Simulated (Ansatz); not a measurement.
C2H4GaN (`N=C=[CH][GaH2]`). The species carries charge 0 and has multiplicity 1. The structure was optimised at the PBE0-D4/def2-TZVP level. It is one conformer, not always the lowest.

```xyz
8

N     0.160    2.242   -0.208
C    -0.028    1.144    0.275
C    -0.093   -0.064    0.774
Ga    0.223   -1.577   -0.384
H    -0.619    2.738   -0.626
H    -0.324   -0.172    1.828
H     0.152   -3.012    0.235
H     0.529   -1.298   -1.893
```

(1) What is the dipole moment at r2SCAN/def2-TZVPP? (An estimate is asked.)

(2) And with PBE, B3LYP, ωB97M-V? (Estimate.)

(3) Give the Mulliken charges with r2SCAN, PBE, ωB97M-V in def2-TZVPP. (Estimate.)

Answers

(1) Computed: 1.45 D, with components (-1.39, 0.40, 0.13) D in this frame, pointing from negative to positive charge.

(2) The calculation gave: PBE 1.44 D, B3LYP 1.44 D, ωB97M-V 1.44 D.

(3) The calculation gave: 
```csv
atom,r2SCAN,PBE,ωB97M-V
N1,-0.26,-0.17,-0.22
C2,0.16,-0.01,0.12
C3,-0.33,-0.22,-0.35
Ga4,0.24,0.15,0.20
H5,0.20,0.20,0.16
H6,0.11,0.11,0.13
H7,-0.06,-0.04,-0.03
H8,-0.05,-0.03,-0.02
```

B3LYP here is the variant with VWN-RPA as its local correlation; programs differ in this.
